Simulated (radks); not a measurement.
Problem. The cobalt ion Co+, configuration [Ar] 3d7 4p1 (not the ground configuration). All-electron calculation, scalar-relativistic Kohn-Sham, revPBE, spin-polarised, spherical densities, finite nucleus; open shells are filled with parallel spins first; Fermi nuclear charge, rms radius 3.7875 fm. Program: a radial shooting solver on a logarithmic mesh with Libxc functionals. Some entries of the table are withheld. Estimate them.

| orbital | occ. | eigenvalue (hartree) | r(max) (bohr) | <r^2> (bohr^2) |
|---|---|---|---|---|
| 1s up | 1 | -279.4299 | 0.03677 | 0.004246 |
| 1s down | 1 | -279.4293 | 0.03677 | 0.004246 |
| 2s up | 1 | -33.42501 | 0.2131 | 0.07709 |
| 2s down | 1 | -33.36895 | 0.2130 | 0.07690 |
| 2p up | 3 | -28.66931 | 0.1721 | 0.06223 |
| 2p down | 3 | -28.62681 | 0.1720 | 0.06204 |
| 3s up | 1 | -4.19154 | 0.6687 | 0.6906 |
| 3s down | 1 | -4.06859 | 0.6694 | 0.6939 |
| 3p up | 3 | -2.83841 | 0.6786 | 0.7839 |
| 3p down | 3 | -2.71693 | 0.6798 | 0.7901 |
| 3d up | 5 | -0.71874 | 0.6672 | 1.386 |
| 3d down | 2 | -0.60294 | 0.6732 | 1.485 |
| 4s up | 0 | -0.52271 | 2.167 | 7.529 |
| 4s down | 0 | -0.45922 | 2.212 | 7.902 |
| 4p up | 1 | -0.31880 | 2.701 | 12.06 |
| 4p down | 0 | -0.26466 | 2.788 | 12.75 |
| 4d up | 0 | -0.11642 | (1) | 40.53 |

Solution. 
(1) 4d up r(max) (bohr): 5.087
